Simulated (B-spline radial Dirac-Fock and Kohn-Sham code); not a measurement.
**2p3/2 emission of Eu²⁺**

System: the Eu²⁺ ion, configuration [Xe] 4f7, inside a Watson sphere of charge -2 and radius 1.6 Å (a model of the Madelung potential; inside it an electron's potential energy is raised by 18.0 eV).

The computed values come from a B-spline atomic structure program: independent-particle radiative and Coulomb Auger rates from relativistic LDA hole-state orbitals, with Dirac-Fock energies.

| line | multipole | energy (eV) | width (meV) | share (%) |
| --- | --- | --- | --- | --- |
| Lℓ (L3-M1) | E1 | 5171.3 | 18.5 | 3.22 |
| L3-M2 | E2 | 5360.4 | 0.151 | 0.0264 |
| L3-M3 | E2 | 5493.2 | 0.139 | 0.0242 |
| Lα2 (L3-M4) | E1 | 5816.4 | 47.9 | 8.34 |
| Lα1 (L3-M5) | E1 | 5844.5 | 423 | 73.8 |
| Lβ6 (L3-N1) | E1 | 6605.0 | 4.36 | 0.760 |
| Lβ15 (L3-N4) | E1 | 6831.9 | 7.88 | 1.37 |
| Lβ2 (L3-N5) | E1 | 6837.1 | 70.5 | 12.3 |
| Lβ7 (L3-O1) | E1 | 6928.6 | 0.756 | 0.132 |

The listed lines hold 100.0 % of the radiative rate. The radiative width is 0.574 eV in the length form and 0.582 eV in the velocity form; the two differ because the transition energies are not eigenvalue differences of the potential that gave the orbitals.
